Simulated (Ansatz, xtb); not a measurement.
## A geometry optimisation of CH5Sn2+ with r2SCAN-D4/def2-SVP

The starting geometry of this gas-phase singlet was built from a drawn formula by distance geometry and a force field; its bonds are those of `[CH2]=[SnH][SnH2+]`.

| atom | x (Å) | y (Å) | z (Å) |
| --- | --- | --- | --- |
| C | 1.0308 | -2.0315 | -2.0096 |
| Sn | 0.2732 | -1.0889 | -0.4430 |
| Sn | 0.1020 | 1.7198 | -0.5316 |
| H | 1.3080 | -1.4411 | -2.9020 |
| H | 1.0857 | -3.0626 | -2.0161 |
| H | -0.2328 | -2.0305 | 0.9091 |
| H | -0.5856 | 2.5480 | 0.8897 |
| H | 0.5604 | 2.5595 | -1.9488 |

Where would you expect an optimisation with r2SCAN-D4/def2-SVP to take it?

It keeps its bonds, and is `[CH2]=[SnH][SnH2+]`.

The energy falls by 0.27 eV over 8 steps:

```tsv
step	E − E(last) (eV)
1	0.269
2	0.136
3	0.098
4	0.014
5	0.001
6	0.000
7	0.000
8	0.000
```

Final geometry (Å):

```xyz
8

C     0.9949   -1.9003   -2.0255
Sn    0.2344   -1.1672   -0.3330
Sn    0.0768    1.5293   -0.5087
H     1.2751   -1.2357   -2.8496
H     1.1468   -2.9756   -2.1748
H    -0.2742   -1.9560    1.0678
H    -0.5070    2.5712    0.7043
H     0.5948    2.3073   -1.9329
```

From the same start GFN2-xTB ends elsewhere, in pieces: CH3Sn2 + H2.

No frequencies were run, so the end isn't proven a minimum. Atoms past krypton carry core potentials, without spin–orbit terms. Run with Ansatz 0.2.0, 11 s on 2 threads of Intel(R) Xeon(R) 6975P-C (Granite Rapids) (shared host).
